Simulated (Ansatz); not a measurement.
Total energies of Cl2H3NOTi (`[NH2][Ti]([OH])([Cl])[Cl]`).

Cartesian coordinates in Å:
```
N 1.369 0.141 -0.394
Ti -0.378 0.245 0.203
O -1.088 -1.335 -0.087
Cl -0.396 0.772 2.347
Cl -1.443 1.836 -0.897
H 1.781 -0.688 -0.800
H 2.033 0.902 -0.358
H -1.877 -1.872 -0.013
```

The species carries charge 0 and has multiplicity 1. Correlated methods include outer-core shells of Ti, which these sets cover unevenly. Scalar relativity is left out up to krypton. All single points use the PBE0-D4/def2-TZVP geometry. It is one conformer, not always the lowest. Basis def2-TZVPP, Ansatz.

RPA on PBE orbitals: Hartree–Fock energy of these orbitals -1898.65762 Eh, correlation -1.99858 Eh (frozen core).

```tsv
functional	energy without D4 (Eh)	D4 term (kJ/mol)
LDA (SPW92)	-1896.00093	–
PBE	-1901.25240	-22.4
revPBE	-1901.67979	-55.3
BLYP	-1901.98940	-47.2
r2SCAN	-1901.83724	-5.4
B97M-V	-1901.50120	–
PBE0	-1901.32546	-19.3
B3LYP	-1902.02772	-36.4
r2SCANh	-1901.80682	-5.9
r2SCAN0	-1901.76405	-6.6
HSE06 (plane-wave form)	-1901.29591	-18.3
BHLYP	-1901.85625	-31.2
CAM-B3LYP	-1901.98453	-20.1
LC-ωPBE	-1901.45425	–
ωB97X-V	-1901.66297	–
ωB97M-V	-1901.82129	–
B2PLYP	-1901.46966	–
PBE-QIDH	-1901.02738	–
```

B3LYP takes the VWN-RPA correlation (the form of Gaussian; ORCA's B3LYP/G). HSE06 is the plane-wave form, built on full-range PBE exchange. The double hybrids freeze the cores in their second-order part.

LC-ωPBE has ω = 0.4 bohr⁻¹.
